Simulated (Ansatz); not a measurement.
A basis-limit estimate, worked out

An elementary step of BNH$_{4}$SF$_{2}$, closed shell (BHSF₂ ([F][B]([F])[SH]) + NH₃ → BNH₂F₂ ([NH2][B]([F])[F]) + H₂S; bonds formed: S2–H5; dative contacts that become bonds: B1–N6; bonds broken: B1–S2, H5–N6). “Start” is the structure reached by relaxing down from the saddle towards the reactants; PBE0-D4/def2-TZVP structures. The saddle:

```csv
atom,x (Å),y (Å),z (Å)
B1,-0.6997,0.3267,-0.2352
S2,1.3919,0.8095,-0.9818
F3,-1.2804,-0.4262,-1.1812
F4,-1.2465,1.5120,0.0662
H5,1.0620,-0.0209,0.3112
N6,-0.1118,-0.4374,0.9467
H7,1.4707,-0.2980,-1.7368
H8,-0.2937,-0.0330,1.8564
H9,-0.2925,-1.4327,0.9544
```

Ansatz 0.2.0; basis: def2-TZVPP and def2-QZVPP; cores frozen in the correlated methods.

Energies in eV:

| quantity | saddle | start |
| --- | --- | --- |
| Hartree–Fock, triple zeta (X = 3) | -18452.64127 | -18454.31363 |
| Hartree–Fock, quadruple zeta (X = 4) | -18453.28395 | -18454.95592 |
| MP2 correlation, X = 3 | -27.92574 | -27.51469 |
| MP2 correlation, X = 4 | -30.31545 | -29.90675 |
| CCSD(T) correlation, X = 3 | -29.68330 | -29.32026 |

Task: Work out the barrier at the basis limit: extrapolate Hartree–Fock as E(X) = E∞ + A exp(−7.88 √X) and the MP2 correlation as E(X) = E∞ + B X^−2.97 (the exponents that Neese and Valeev fitted for def2-TZVPP and QZVPP), then add CCSD(T) − MP2 in triple zeta.

Result: Each step is linear, so take the differences first (saddle − start): Hartree–Fock 1.67236 (X = 3) and 1.67197 (X = 4); MP2 correlation -0.41105 and -0.40870; CCSD(T) correlation -0.36304.
Two points give E∞ = E(4) + w [E(4) − E(3)], with w = 1/(exp(7.88 (2 − √3)) − 1) = 0.1377 for Hartree–Fock and w = 1/((4/3)^2.97 − 1) = 0.7407 for the correlation.
Hartree–Fock: 1.67197 + 0.1377 × (-0.00039) = 1.6719 eV.
MP2 correlation: -0.40870 + 0.7407 × 0.00235 = -0.4070 eV.
CCSD(T) − MP2: -0.36304 − (-0.41105) = 0.0480 eV.
Sum: 1.6719 + (-0.4070) + 0.0480 = 1.3129 eV, or 30.28 kcal/mol. Plain CCSD(T) in triple zeta gives 1.3093 eV, so the larger basis shifts the result by 0.0036 eV.

No T1 diagnostic of these runs exceeds 0.012.

Labels in which every atom is bracketed show which atoms are joined, not bond orders.

For scale, one of the runs: CCSD(T)/def2-TZVPP, 222 basis functions, launched by `ansatz run in.yaml --threads 4 --pin off --events-out ev --progress --plain --max-ram 9574MiB`. Hardware: 4 CPU threads of an Arm Neoverse V2, shared host. Wall time 87 s; peak host memory 3.7 GiB.
